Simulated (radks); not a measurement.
Results of a calculation; reference values are marked as such.
Problem. Radial electron density D(r) = 4 pi r^2 rho(r) of an atom or ion with 56 electrons. Code: a radial shooting solver on a logarithmic mesh with Libxc functionals. Model: Dirac Kohn-Sham, SOGGA, spin-unpolarised, spherical densities, point nucleus.

```
   r/bohr * D(r) (the largest magnitude, 97.6, reaches the edge; | marks zero)
 0.001027 | *
 0.001186 | *
 0.001381 |  *
 0.001594 |  *
 0.001856 |   *
 0.002144 |    *
 0.002496 |      *
 0.002882 |       *
 0.003355 |         *
 0.003875 |           *
 0.004511 |              *
  0.00521 |                 *
 0.006065 |                     *
 0.007061 |                         *
 0.008154 |                             *
 0.009493 |                                 *
  0.01096 |                                    *
  0.01276 |                                       *
  0.01474 |                                         *
  0.01716 |                                          *
  0.01982 |                                          *
  0.02307 |                                        *
  0.02664 |                                      *
  0.03102 |                                     *
  0.03582 |                                     *
   0.0417 |                                      *
  0.04855 |                                          *
  0.05607 |                                               *
  0.06527 |                                                    *
  0.07538 |                                                      *
  0.08775 |                                                     *
   0.1013 |                                                *
    0.118 |                                           *
   0.1363 |                                        *
   0.1586 |                                        *
   0.1832 |                                           *
   0.2133 |                                              *
   0.2483 |                                            *
   0.2867 |                                     *
   0.3338 |                          *
   0.3855 |                  *
   0.4488 |                *
   0.5183 |                 *
   0.6034 |                   *
   0.6968 |                 *
   0.8112 |             *
   0.9369 |         *
    1.091 |     *
     1.26 |    *
    1.466 |   *
    1.707 |   *
    1.971 |  *
    2.295 | *
    2.651 |*
    3.086 |*
    3.564 *
    4.149 *
    4.791 *
    5.578 *
    6.442 *
    7.499 *
    8.661 *
    10.08 *
```

What is the nuclear charge?

Solution. Z = 57. The innermost maximum, from 1s, lies near gamma/Z bohr with gamma = sqrt(1 - (Z/c)^2) = 0.909, here 0.016 bohr (found: 0.0176), and its height grows with Z. The density is that of the lanthanum ion La+ in [Xe] 5d2; the configuration itself is not fixed sharply by these data, and Z only to a few units. D(r) has 4 maxima, at r = 0.0176, 0.0772, 0.218, 0.608 bohr, and minima at 0.0341, 0.144, 0.449 bohr, inside which lie 2.02, 11.18, 29.01 electrons.
